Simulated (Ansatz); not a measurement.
Stepwise reaction of `[NH2][Al]([SH])[SH]` with hydrogen chloride, as a gas-phase model of exchange steps in deposition or etching. ΔE in kJ/mol; ΔG adds harmonic PBE0-D4 terms to CCSD(T)/CBS, at 1 bar.

Calculated with Ansatz (gas phase, PBE0-D4/def2-TZVP geometries, no zero-point term in ΔE). CBS: MP2 limit from def2 TZ/QZ plus the TZ coupled-cluster correction, frozen cores. This one scheme is used for every species. DFT in def2-TZVPP. B3LYP here is the variant with VWN-RPA as its local correlation; programs differ in this. Each species was taken in one conformer, which may not be the lowest.

| step | reaction | PBE-D4 | B3LYP-D4 | ωB97M-V | CCSD(T)/CBS | ΔG(500 K) |
| --- | --- | --- | --- | --- | --- | --- |
| 1 | `[NH2][Al]([SH])[SH]` + HCl → `[NH2][Al]([SH])[Cl]` + H₂S | -47.6 | -54.2 | -54.6 | -52.7 | -49.2 |

(1) Give the row of step 2, `[NH2][Al]([SH])[Cl]` + HCl → `[NH2][Al]([Cl])[Cl]` + H₂S. (Best estimate.)

(2) By hand: ΔE of the 2 steps together at CCSD(T)/CBS.

Results:

(1) Ansatz gave: 
```tsv
step	reaction	PBE-D4	B3LYP-D4	ωB97M-V	CCSD(T)/CBS	ΔG(500 K)
2	`[NH2][Al]([SH])[Cl]` + HCl → `[NH2][Al]([Cl])[Cl]` + H₂S	-45.7	-52.1	-52.6	-50.8	-49.7
```

(2) (-52.7) + (-50.8) = -103.5 kJ/mol, or -51.8 kJ/mol a step.

In ΔE the steps differ by no more than 1.9 kJ/mol. All are downhill at CCSD(T)/CBS. ΔG lies between -49.7 and -49.2 kJ/mol a step. PBE-D4 differs from CCSD(T)/CBS by 5.1 to 5.1 kJ/mol a step. Isolated molecules leave out the surface, adducts and barriers. Largest T1 diagnostic: 0.011.
